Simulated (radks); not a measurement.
Q: The iron ion Fe+, configuration [Ar] 3d6 4s1. Calculated with a radial shooting solver on a logarithmic mesh with Libxc functionals: Dirac Kohn-Sham, BLYP, spin-unpolarised, spherical densities, finite nucleus; open shells fill j = l - 1/2 first; Fermi nuclear charge, rms radius 3.7377 fm. Some entries of the table are withheld. Estimate them.

| orbital | occ. | eigenvalue (Ry) | <r^2> (bohr^2) | <r> (bohr) |
|---|---|---|---|---|
| 1s1/2 | 2 | -515.0944 | 0.004595 | 0.05845 |
| 2s1/2 | 2 | -60.85106 | (1) | 0.2668 |
| 2p1/2 | 2 | (2) | 0.06707 | 0.2334 |
| 2p3/2 | 4 | (3) | 0.06870 | 0.2365 |
| 3s1/2 | 2 | -7.51548 | 0.7600 | 0.8110 |
| 3p1/2 | 2 | -5.10221 | 0.8569 | 0.8518 |
| 3p3/2 | 4 | -4.98853 | 0.8761 | 0.8613 |
| 3d3/2 | 4 | -1.17386 | 1.639 | 1.112 |
| 3d5/2 | 2 | -1.16251 | 1.658 | 1.118 |
| 4s1/2 | 1 | (4) | 8.399 | 2.708 |

A: 
(1) 2s1/2 <r^2> (bohr^2): 0.08411
(2) 2p1/2 eigenvalue (Ry): -52.57079
(3) 2p3/2 eigenvalue (Ry): -51.65238
(4) 4s1/2 eigenvalue (Ry): -0.91181
